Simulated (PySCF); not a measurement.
[FeF5]3- holds Fe(II), d6, at total charge -3. The structure is a PBE0-D3(BJ)/def2-TZVP, IEF-PCM water geometry optimised for multiplicity 5; coordination trigonal bipyramidal, point group C2v, metal–donor distances 1.98–2.13 Å.

```
6

Fe    0.000    0.000    0.000
F    -0.022    0.038    2.127
F    -0.022    0.038   -2.127
F    -0.762   -1.885    0.000
F     2.013   -0.282    0.000
F    -0.988    1.712    0.000
```

Method (PySCF 2.14, density fitting): CASSCF(6,5) with orbitals averaged over all microstates of the shell, strongly contracted NEVPT2 on the averaged canonical orbitals; basis x2c-TZVPall on the metal, x2c-SVPall elsewhere; spin-free X2C; IEF-PCM water; spin-orbit coupling by state interaction with the mean-field operator over all roots.

(1) What is the ground state?

(2) List the excited states of the same spin.

(3) Which is the lowest state of another spin?

(4) What ligand-field parameters describe the result?

(5) What are the magnetic parameters?

No frequencies were computed for the optimised geometry. NEVPT2 lifts 5B2 from 3253 to 3919 cm⁻¹; on the d shell alone such lifts tend to overshoot. Gaps between spin states lean to high spin in this active space.

The job took 11 s on one thread of Arm Neoverse V1 (shared host), with 118 basis functions and a peak of 0.58 GiB, launched as `OMP_NUM_THREADS=1 python lf_run.py task.json out`.

## Answers

(1) 5A2 (S = 2, orbital degeneracy 1), orbital occupations from the lowest 2.0 1.0 1.0 1.0 1.0, by NEVPT2.

(2) By NEVPT2: 5B1 at 1416 cm⁻¹; 5A1 at 1898 cm⁻¹; 5B2 at 3919 cm⁻¹; 5A1 at 9459 cm⁻¹ (1057 nm). The strongest, at 3919 cm⁻¹, has f = 1.4e-05.

(3) 3B2 at 14645 cm⁻¹ by NEVPT2; CASSCF alone puts it at 17836 cm⁻¹ above the same ground state.

(4) At CASSCF level (the NEVPT2 levels don't fit a ligand-field model well): orbital energies 0, 1269, 1575, 3190, 7539 cm⁻¹; B = 1142 cm⁻¹; C = 4249 cm⁻¹; B over its free-ion value at the same level 0.967; rms of the fit 77 cm⁻¹; ζ = 404 cm⁻¹ (free ion 412).

(5) The ground multiplet follows a spin Hamiltonian with S = 2, g = 2.039, 2.134, 2.235, D = -9.56 cm⁻¹, E/|D| = 0.29 (spin-orbit part alone); the lowest levels hold 98 % of the spin-free ground state. μeff is 5.33 μB at 300 K and 4.87 μB at 10 K; the spin-only value is 4.90 μB.
